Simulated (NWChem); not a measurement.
# SiCl$_{3}$, doublet; SMILES Cl[Si](Cl)Cl

```xyz
4

Cl     1.8825    -0.4649    -0.1507
Si     0.0000     0.0000     0.5446
Cl    -1.3438    -1.3978    -0.1507
Cl    -0.5386     1.8627    -0.1507
```
Atoms are numbered in this order, from 1.

Program: NWChem. Spin-unrestricted. In the optimisation the excess spin sits in a (C3, its own frame). All runs use the structure optimised with PBE0/def2-SVP, spin-unrestricted. No stability test was run on the SCF state. Vzz is the largest principal value of the second derivative of the potential at the nucleus (NWChem prints the opposite sign); η is the asymmetry. Non-relativistic.

Q: Estimate the computed values for PBE0/def2-SVP. Quantities: Vzz Cl4 (a.u.); η Cl4.

A: The vzz Cl4 (a.u.) comes out as 2.066 and the η Cl4 is 0.08.
